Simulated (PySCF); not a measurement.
Two-component Hartree-Fock for Ag(33+) (silver, charge +33)

Start: [Ne] 3s2 3p2; 3p1/2 filled at m_j = -1/2, +1/2. Calculated with PySCF 2.14 in an even-tempered Gaussian basis (19 s from 5.9 bohr⁻², ratio 2.4; 14 p from 7.6 bohr⁻², ratio 2.4; 4 d from 28 bohr⁻², ratio 2.6; 4 f from 41 bohr⁻², ratio 2.6): generalised Hartree-Fock with the X2C-1e Hamiltonian and a Gaussian nucleus; one run each with spin-orbit coupling (SO) switched off, then screened by Boettger's factors.

```tsv
spinor shell	electrons	ε, spin-free (eV)	ε, screened SO (eV)	weight of nominal j (screened SO)	rms radius, screened SO (bohr)
1s1/2	2	-27491.2	-27486.3	1.000	0.0357
2s1/2	2	-5618.6	-5616.0	1.000	0.143
2p1/2	2	-5226.2	-5354.5	1.000	0.124
2p3/2	4	-5226.2	-5163.8	1.000	0.129
3s1/2	2	-2161.0	-2159.9	1.000	0.349
3p1/2	2	-2052.9	-2074.3	1.000	0.335
```

```tsv
quantity	spin-free	screened SO
E (hartree)	-4451.08644	-4453.81216
M_J	0	0
⟨J²⟩	2.001	0.000
⟨L²⟩	2.001	1.336
⟨S²⟩	2.000	1.336
```

Breit and QED terms are absent; they matter most for the inner s and p1/2 levels.

Densities and radii are taken from the X2C orbitals without a picture-change correction, which distorts them close to the nucleus.

Without spin-orbit coupling the j labels of p, d and f shells carry no meaning; the spin-free column gives the mean over the occupied spinors of each nl shell.
